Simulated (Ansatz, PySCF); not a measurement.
WO2Cl2, SMILES [O]=[W](=[O])([Cl])[Cl], multiplicity 1. Atoms are numbered in the order given.

```xyz
5

W      0.0000     0.0000     0.2075
O      0.0000    -1.3510     1.2251
O      0.0000     1.3510     1.2251
Cl    -1.9118     0.0000    -1.0135
Cl     1.9118     0.0000    -1.0135
```
Charge 0, spin multiplicity 1.

Coordinates come from a PBE0-D3(BJ)/def2-SVP optimisation. The multiplicity is an assumed one; no other spin state was optimised. The isomer is the one that the SMILES or the coordinates give; other isomers of the formula were not compared. The def2 effective core potentials stand for the cores of W; spin–orbit coupling is left out.

Two levels are set side by side: PBE-D3(BJ)/def2-SVP (Ansatz, a program for electronic structure) and PBE0-D3(BJ)/def2-SVP (Ansatz). Each level has its own optimised geometry; the coordinates shown are those of the second. Frequencies come from the Hessian of PySCF at each geometry. Differences are taken from unrounded values.

| quantity | PBE0-D3(BJ) |
|---|---|
| mean bond length (Å) | 1.980 |
| bond W1–O2 (Å) | 1.691 |
| bond W1–O3 (Å) | 1.691 |
| bond W1–Cl4 (Å) | 2.268 |
| bond W1–Cl5 (Å) | 2.268 |
| highest harmonic wavenumber (cm⁻¹) | 1069 |
| mean harmonic wavenumber (cm⁻¹) | 446 |
| zero-point energy (kcal/mol) | 5.74 |

What does PBE-D3(BJ) give, and how far is it from PBE0-D3(BJ)? (Estimate from the structure and the level; the computed values follow.)


| quantity | PBE-D3(BJ) | PBE-D3(BJ) minus PBE0-D3(BJ) |
|---|---|---|
| mean bond length (Å) | 1.998 | 0.018 |
| bond W1–O2 (Å) | 1.715 | 0.024 |
| bond W1–O3 (Å) | 1.715 | 0.024 |
| bond W1–Cl4 (Å) | 2.281 | 0.012 |
| bond W1–Cl5 (Å) | 2.281 | 0.012 |
| highest harmonic wavenumber (cm⁻¹) | 1002 | -66 |
| mean harmonic wavenumber (cm⁻¹) | 424 | -22 |
| zero-point energy (kcal/mol) | 5.46 | -0.28 |

Exact exchange shortens and stiffens bonds; PBE has none. Differences between two approximate levels are no errors against the true value.
